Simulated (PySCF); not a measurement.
**Telling isomers of C8H12 apart by NMR**

- GFN2-xTB geometry
- shielding tensors at PBE0/pcSseg-1 (GIAO)
- code: PySCF
- non-relativistic, fast rotation and ring inversion assumed for equivalent nuclei, one conformer, isolated molecule

δ = σ(ref) − σ, references computed at the same level: TMS for $^{1}$H (σref 31.72), $^{13}$C (σref 186.93). Where no couplings were computed, multiplicities follow the n + 1 count of equivalent neighbours, and m marks all less simple cases (inequivalent or close neighbours, rings, F or P nearby). Shifts are as computed. Against solution values, carbons near 30 ppm lie about +3 ppm off and those near 130 ppm about +5 ppm. Of 1211 compounds with measured shifts, 218 miss one by over three times the rms of a fit or turn the order of signals round; such compounds aren't used in these exercises.

(1) Tabulate the signals of `C1=C[C@H]2CC[C@@H]1CC2`, `C1=C\CC/C=C\CC/1` and their relative energies.

(2) What is the quickest way to tell C1=C[C@H]2CC[C@@H]1CC2 from C1=C\CC/C=C\CC/1?

## Answers

(1) 
| SMILES | carbon types | δC | δH | E rel. (kcal/mol) |
| --- | --- | --- | --- | --- |
| C1=C[C@H]2CC[C@@H]1CC2 | 4×CH 4×CH2 | 143.1, 33.3, 28.5 | 6.66 (m, 2H), 2.47 (m, 2H), 1.50 (m, 4H), 1.28 (m, 4H) | 0.0 |
| C1=C\CC/C=C\CC/1 | 4×CH 4×CH2 | 143.0, 33.5 | 6.52 (m, 4H), 2.10 (m, 8H) | 24.3 |

Energies are electronic energies at PBE0/pcSseg-1 on these geometries, without zero-point or thermal terms, each for the one conformer computed, which needn't be the lowest.

(2) Count the carbon signals: 3 against 2. The first has an allylic sp3 CH at 33.3 ppm, the second an allylic sp3 CH2 at 33.5 ppm. Their most deshielded carbons lie at 143.1 and 143.0 ppm.
